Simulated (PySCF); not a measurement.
Gas-phase reaction: 4 GeH3F ⇌ GeF2 + 3 GeH4 + 2 F

Energies from PySCF, thermal terms from the rigid-rotor harmonic-oscillator model, ideal gas at 1 bar. † marks an energy on the PBE0/def2-TZVP geometry and frequencies; other levels use their own. MP2 and CCSD(T) freeze the core. 6-31G* has spherical d functions here. Open shells (unrestricted): F (multiplicity 2, electronic degeneracy 6); the rest are closed-shell singlets. Spin-orbit splitting is ignored; it lowers the true energy and changes the entropy of F. Ge: all electrons, no relativistic terms. MP2 isn't extrapolated to the basis-set limit; its ΔH°(298 K) is 806.1 kJ in def2-SVP and 858.0 kJ in def2-TZVPP. CCSD(T) isn't extrapolated to the basis-set limit; its ΔH°(298 K) is 739.5 kJ in def2-SVP and 790.7 kJ in def2-TZVPP. The harmonic model lacks anharmonicity and excited electronic states, which grow with temperature; levels with a mode under 35 cm⁻¹ are left out.

| level | ΔE electronic, kJ | ΔH°(298 K), kJ | ΔS°(298 K), J/K | ΔG°(1400 K), kJ |
|---|---|---|---|---|
| CCSD(T)/def2-SVP† | 752 | 740 | 236 | 405 |
| HF/6-31G* | 550 | 534 | 238 | 194 |
| MP2/def2-SVP† | 819 | 806 | 236 | 472 |
| MP2/def2-TZVPP† | 871 | 858 | 236 | 524 |
| PBE0/def2-SVP† | 782 | 769 | 236 | 435 |
ΔH° is lowest at HF/6-31G* and highest at MP2/def2-TZVPP†. No reference value is set beside these.
